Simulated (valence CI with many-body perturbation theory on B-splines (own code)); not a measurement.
Ce19+ in brief

Calculated by relativistic CI+MBPT: three valence electrons over a frozen Dirac-Fock core [Kr], radial functions for each j: 7 s, 7 p, 8 d, 6 f, 4 g, 1 h, with the one-electron correlation potential Σ1 (screened to all orders), the two-electron term Σ2, the three-electron term Σ3, Breit, model QED; selected single and double excitations, second order for the rest, scaled by the run's own slope (own B-spline code, finite nucleus).

No measured spectrum was set against this ion. As an estimate, terms of the open shell hold to 2 to 4 % of their energy, and close levels can change places. The list stops below the first excitations out of the core.

Names give the largest LS component (configuration and term), which can be under half, so a name can repeat, a term be missing and a line seem to break the LS rules; names also repeat where a configuration has a term twice.

Rates and lifetimes use the calculated energies. Strong lines usually hold to 10 to 20 %, long lifetimes can be off by a factor of two.

Task: What is the ground level?

Result: 4d3 4F_3/2, composition 76 % 4d3 4F + 20 % 4d3 2D + 3 % 4d3 2P, g = 0.525.

Task: How well does LS coupling describe the low levels?

Result: Among the lowest 19 levels the leading LS term, summed over configurations, holds 73 % on average. For single configurations the figures are 73 % in LS and 81 % in jj coupling. Terms mix most in the J = 9/2 level at 41691 cm⁻¹, where the leading one holds 40 %.

Task: What is the ionisation energy?

Result: 544.24 eV; NIST lists 543 ± 4 eV (theoretical).
